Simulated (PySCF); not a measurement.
# Hartree-Fock beside MP2: BFH3OSi anion

Calculated results; nothing here was measured. The program is PySCF 2.14.0, an open-source quantum chemistry code, run on an isolated molecule that a program drew, which may never have been made. The molecule is BFH3OSi anion (charge -1, singlet), drawn as the SMILES string `O[SiH-]BF`.

The geometry was optimised and harmonic frequencies were computed with HF and MP2, all in the aug-cc-pV(D+d)Z basis, for the commonest isotopes, with a restricted reference for singlets and an unrestricted one otherwise, and a frozen core in MP2. Each result is a local minimum of its method.

Geometry at the HF minimum:
```xyz
7
BFH3OSi anion, angstrom
O    -2.5570    0.2067    1.9338
Si   -1.1798    1.1935    1.5159
B     0.4541    0.0315    1.3532
F     0.4721   -1.3076    1.0238
H    -2.3820   -0.4124    2.6203
H    -0.8423    1.9039    2.8292
H     1.5779    0.5126    1.3285
```

Lengths of the bonds as drawn, in Å (atoms numbered as above):
| bond | HF | MP2 |
|---|---|---|
| O1-Si2 | 1.745 | 1.771 |
| Si2-B3 | 2.012 | 1.956 |
| B3-F4 | 1.379 | 1.418 |
| O1-H5 | 0.941 | 0.966 |
| Si2-H6 | 1.531 | 1.517 |
| B3-H7 | 1.223 | 1.228 |

Rotational constants, in GHz:
```
constant,HF,MP2
A,11.4,11.91
B,3.293,3.119
C,2.635,2.536
```

Harmonic frequencies in cm^-1, each column in rising order, so a row needn't be the same motion in every method:
```
rank,HF,MP2
1,105,102
2,196,220
3,271,255
4,333,274
5,508,466
6,577,577
7,727,696
8,833,742
9,861,804
10,966,901
11,1077,989
12,1224,?
13,2004,2071
14,2502,2462
15,4191,3840
```

**Estimate the missing MP2 frequency from the HF column.**

A single factor s that minimises the squared misfit of MP2 against s times HF over the other rows is sum(HF x MP2) / sum(HF^2) = 0.9455, with an rms misfit of 67 cm^-1. For rank 12 it gives 0.9455 x 1224 = 1157 cm^-1. The calculation gives 1140 cm^-1, 17 cm^-1 below the estimate. The drawn bonds are on average 0.6 % longer in MP2 than in HF.
